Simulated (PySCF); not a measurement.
Job for PySCF: R-HF/STO-3G on CH5BO (SMILES BOC), a point of a torsion scan.

```python
from pyscf import gto, scf, dft, mp
from pyscf.data.elements import chemcore

mol = gto.M(
    atom='''
    B     1.33579399   -0.08643560    0.24192279
    O     0.13558675    0.31477156    0.62600473
    C    -1.04675311    0.09835166   -0.10757537
    H     1.52732158   -0.63563934   -0.78686938
    H     2.20480202    0.15203963    0.99026837
    H    -1.40454488   -0.92125344    0.05745869
    H    -1.79902517    0.80606556    0.24392827
    H    -0.88336259    0.23832911   -1.17935741
    ''',
    basis='sto-3g',
    charge=0, spin=0, verbose=3, max_memory=1800)
mf = scf.RHF(mol)
mf.conv_tol = 1e-8
mf.max_cycle = 100
mf.kernel()
if not mf.converged:
    mf = mf.newton().run(mf.mo_coeff, mf.mo_occ)
```

Task: Predict the final total energy.

Result: -138.5642 hartree.
